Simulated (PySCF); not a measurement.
Electron correlation in Re (rhenium, neutral)

[Xe] 4f14 5d4 6s2 6p1, one real determinant (an excited configuration). Computed with PySCF 2.14 in aug-cc-pVDZ-PP with ECP60MDF (5s5p4d2f, 54 functions), with a scalar-relativistic core potential. Frozen: 5s2 5p6; 7 electrons correlated.

MP2 pair energies summed by pair of shells (mhartree):

| pair | energy | share (%) |
| --- | --- | --- |
| 5d-6s | -37.30 | 38.8 |
| 5d-5d | -23.83 | 24.8 |
| 6s-6s | -14.27 | 14.8 |
| 6s-6p | -13.47 | 14.0 |
| 5d-6p | -7.29 | 7.6 |

Total MP2 correlation energy: -96.16 mhartree.

Same-spin part -45.08 and opposite-spin part -51.08 mhartree; SCS-MP2 scales them by 1/3 and 6/5 to -76.33 mhartree.

The reference is one real determinant that mixes LS terms of this configuration.
